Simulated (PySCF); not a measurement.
Isomers of C7H6ClF, one conformer each; single-point electronic energies without zero-point terms and without any empirical dispersion term.

Level: PBE0/def2-SVPD in PySCF, non-relativistic, each on one gas-phase PBE0-D3(BJ)/def2-SVP geometry that isn't relaxed in the solvent. The solvent is an IEF-PCM continuum (Bondi radii, 1.10 Å for H, scaled by 1.2). Specific hydrogen bonds and non-electrostatic terms are outside this model.

```csv
isomer,"relative energy, gas (kcal/mol)",dipole (D)
`Cc1c(F)cccc1Cl`,0.0,0.94
`FC1=C[C@@H]2C[C@H]1C=C2Cl`,48.6,1.44
```

How do the relative energies look in dichloromethane (ε = 8.93)?

| isomer | relative energy, solvent (kcal/mol) | E(solvent) − E(gas) (kcal/mol) | dipole in solvent (D) |
| --- | --- | --- | --- |
| `Cc1c(F)cccc1Cl` | 0.0 | -2.4 | 1.26 |
| `FC1=C[C@@H]2C[C@H]1C=C2Cl` | 48.3 | -2.7 | 1.86 |

The order is unchanged. `FC1=C[C@@H]2C[C@H]1C=C2Cl` gains most from the continuum, and it has the largest gas-phase dipole. The gains span 0.3 kcal/mol, the gas-phase energies 48.6 kcal/mol.
